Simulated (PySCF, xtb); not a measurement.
Ge(F)(Cl)2(OH) (Cl2FGeHO), SMILES [F][Ge]([Cl])([Cl])[OH].

xtb with GFN2-xTB at its own geometry gives an orbital gap of 5.83 eV and a dipole moment of 1.62 D.

The structure is a stationary point at B3LYP-D3(BJ)/def2-SVP. The structure was generated by enumeration, and PubChem lists no compound with its InChIKey, so it may never have been made. Other conformers were not sampled.

Task: What does ωB97X/def2-TZVP (PySCF) give? (Estimate from the structure and the level; the computed values follow.)

Result: gap 12.68 eV (levels -12.26 and 0.42 eV), dipole 1.60 D.
